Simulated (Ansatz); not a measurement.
Cost and result for the atomization energy of `B1CB[SiH2]1` (10 atoms, 10 bonds).

Z-matrix (Å, degrees):
```
B
B 1 2.100
Si 1 2.039 2 57.4
C 1 1.562 2 46.0 3 140.0
H 1 1.193 2 153.4 3 -138.3
H 2 1.194 1 130.3 3 120.2
H 3 1.483 1 123.4 2 -116.2
H 3 1.486 1 109.2 2 109.5
H 4 1.150 1 72.0 2 -114.7
H 4 1.084 1 128.0 2 143.2
```

The species carries charge 0 and has multiplicity 1. All single points use the PBE0-D4/def2-TZVP geometry. Program: Ansatz. All runs use 2 threads of an Intel Xeon 6975P-C on a shared host. Times are those of one run each, without the atoms' runs, and a repeat can differ threefold. Electronic energies, without spin–orbit coupling; frozen cores. CCSD(T)/CBS adds CCSD(T) − MP2 in def2-TZVPP to the MP2 limit, and its time is that of the two runs behind it. T1 = 0.015. B3LYP takes the VWN-RPA correlation (the form of Gaussian; ORCA's B3LYP/G). HSE06 is the plane-wave form, built on full-range PBE exchange.

CCSD(T)/CBS is a level of theory with its own doubt, some kJ/mol a heavy atom from the limit and from the frozen cores, so smaller differences don't rank the functionals.

```tsv
level	functions	wall time
revPBE-D4/def2-TZVPP	219	1.4 s
CCSD(T)/def2-SVP	90	1.6 s
PBE0-D4/def2-TZVPP	219	1.9 s
BHLYP-D4/def2-TZVPP	219	1.9 s
HSE06-D4/def2-TZVPP	219	2 s
CAM-B3LYP-D4/def2-TZVPP	219	2.1 s
r2SCANh-D4/def2-TZVPP	219	2.7 s
B3LYP-D4/def2-TZVPP (with forces)	219	2.9 s
PBE-QIDH/def2-TZVPP	219	3.7 s
ωB97M-V/def2-TZVPP (with forces)	219	6.5 s
MP2/def2-QZVPP	421	15 s
CCSD(T)/def2-TZVPP	219	26 s
CCSD(T)/CBS(def2)	–	40 s
```

Problem. What atomization energy does each give, and how far from CCSD(T)/CBS? (Estimate.)

Solution. Computed: 
```tsv
level	atomization (kcal/mol)	difference from CCSD(T)/CBS	per bond
revPBE-D4/def2-TZVPP	824.5	2.3	0.2
CCSD(T)/def2-SVP	787.0	-35.2	-3.5
PBE0-D4/def2-TZVPP	835.2	13.0	1.3
BHLYP-D4/def2-TZVPP	814.2	-8.0	-0.8
HSE06-D4/def2-TZVPP	835.7	13.5	1.3
CAM-B3LYP-D4/def2-TZVPP	830.7	8.5	0.9
r2SCANh-D4/def2-TZVPP	834.0	11.8	1.2
B3LYP-D4/def2-TZVPP (with forces)	828.0	5.8	0.6
PBE-QIDH/def2-TZVPP	829.1	6.9	0.7
ωB97M-V/def2-TZVPP (with forces)	831.7	9.5	0.9
MP2/def2-QZVPP	823.9	1.7	0.2
CCSD(T)/def2-TZVPP	804.2	-18.0	-1.8
CCSD(T)/CBS(def2)	822.2	0.0	0.0
```

From r2SCAN to r2SCAN0 (25 % exact exchange), in def2-TZVPP and without D4, the atomization energy moves by −7.4 kcal/mol: exact exchange takes away binding that semilocal exchange gives to molecules. Leaving LDA and LC-ωPBE aside and taking each functional with its dispersion term where it has one, the values, not all of them listed here, spread over 27.4 kcal/mol, from BHLYP-D4 to PBE-D4. LDA lies +100.1 kcal/mol from PBE without D4, its usual overbinding. The D4 term adds +7.5 kcal/mol with B3LYP and +3.9 kcal/mol with PBE0; it sums over pairs of atoms, weighted by their polarisabilities, and B3LYP, whose exchange is more repulsive, gets the larger term.
